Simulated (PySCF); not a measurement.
Eu²⁺: ionisation energy

Eu²⁺ [Xe] 4f7 (8S) → Eu³⁺ [Xe] 4f6 (7F), as a difference of total energies. Calculation: PySCF 2.14, in ANO-RCC-VTZP (8s7p5d3f2g1h, 104 functions); scalar relativity by spin-free X2C-1e. Correlated levels: valence: [Kr] 4d10 frozen; valence and next inner shell: [Ar] 3d10 frozen. The calculations carry no spin-orbit coupling.

```tsv
method	ionisation energy (eV)
UHF	22.727
LDA	26.630
PBE	26.183
PBE0	25.585
r2SCAN	25.791
MP2 (valence)	25.277
SCS-MP2 (valence)	24.165
MP2 (valence and next inner shell)	25.620
SCS-MP2 (valence and next inner shell)	24.554
```

A first-order spin-orbit estimate (lowest level to lowest level, LS coupling) adds -0.395 eV.

Errors of the correlated levels include the incompleteness of this basis and the frozen core.

Which method comes closest to the reference value, and which is furthest?

The reference is 24.84 ± 0.03 eV (semi-empirical (NIST evaluation); NIST Atomic Spectra Database, ionization energies). Closest: MP2 (valence) (error 0.042 eV); furthest: UHF (error -2.508 eV), both after the spin-orbit estimate.
